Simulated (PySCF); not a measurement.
Atom-mapped SMILES (the numbers label the heavy atoms): `[CH2:1]=[C:2]=[C:3]([SiH2:4][C:5]#[C:6][CH3:7])[C:8](=[O:9])[OH:10]`; H(Xn) means a hydrogen on atom n.

Computational details: PBE0/pcSseg-1 with gauge-including orbitals, coordinates at the GFN2-xTB level, in PySCF 2.14.0 with density-fitted response routines (isolated molecule, a single conformation, rapidly exchanging positions averaged, non-relativistic).

References, each an isolated molecule treated in the same way: ¹³C and ¹H and ²⁹Si against TMS; ¹⁷O against H2O.

```csv
atoms,nucleus,count,δ (ppm)
C7,¹³C,1,6.1
C5,¹³C,1,82.5
C1,¹³C,1,76.2
O9,¹⁷O,1,433.4
O10,¹⁷O,1,222.4
H(C7),¹H,3,?
C2,¹³C,1,?
C8,¹³C,1,170.4
H(Si4),¹H,2,4.77
Si4,²⁹Si,1,?
H(O10),¹H,1,6.08
C3,¹³C,1,90.5
C6,¹³C,1,113.6
H(C1),¹H,2,?
```

**Question.** Estimate the values marked ?.

**Answer.** 
- C2: 232.6 ppm, central carbon of an allene; the central sp carbon of an allene is among the most deshielded carbons of hydrocarbons
- H(C1): 5.11 ppm, hydrogen on a terminal carbon of a cumulated C=C=C unit; olefinic region
- H(C7): 2.09 ppm, hydrogen on a propargylic methyl carbon
- Si4: -67.2 ppm, silicon bonded to 2 C, 2 H

The OH or NH signal is concentration- and solvent-dependent in practice; the value given is the gas-phase one. Shifts are as computed. Against solution values, carbons near 30 ppm lie about +3 ppm off and those near 130 ppm about +5 ppm. Of 1211 compounds with measured shifts, 218 miss one by over three times the rms of a fit or turn the order of signals round; such compounds aren't used in these exercises. In solution the two oxygens of a carboxylic acid exchange roles by proton transfer and give one 17O line. Hydrogen bonding in solution shields acid and N–H amide carbonyl oxygens by tens of ppm. The C=O carbon of an acid or of an amide with N–H lies up to 10 ppm further downfield in solution, through hydrogen bonding that the calculation lacks. Unscaled 17O shifts of doubly bonded oxygen tend to come out too high, by tens of ppm or more. Experimental scales use liquid or dissolved standards, which lie at an offset from isolated H2O (liquid H2O: subtract about 36 ppm).
